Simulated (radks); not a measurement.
Values are calculated unless marked as measured or tabulated.
Problem. These are the eigenvalues of the occupied orbitals of an atom or ion with whole-number occupations (eV). Level of theory: scalar-relativistic Kohn-Sham, SCAN, spin-unpolarised, spherical densities, finite nucleus; meta-GGA in the generalised Kohn-Sham scheme; Fermi nuclear charge, rms radius of each element as measured or else 0.836 A^(1/3) + 0.57 fm (a radial shooting solver on a logarithmic mesh with Libxc functionals).

| orbital | eigenvalue |
|---|---|
| 1s | -15072.73 |
| 2s | -2026.226 |
| 2p | -1793.715 |
| 3s | -306.9152 |
| 3p | -231.4479 |
| 3d | -107.3912 |
| 4s | -34.8000 |
| 4p | -18.2363 |
| 4d | -0.5926 |

Which element is it, and in what charge state? The configuration may be excited.

Solution. Z = 37, rubidium, charge 0: Rb in [Kr] 4d1. The list shows which subshells hold electrons but not how many an open one holds; the 1s level, -553.91 hartree, gives Z - s = 33.3 by -(Z - s)^2/2, which with screening and relativity narrows Z to a few neighbours, and the depths of the outer levels then fix element, charge and occupations together.
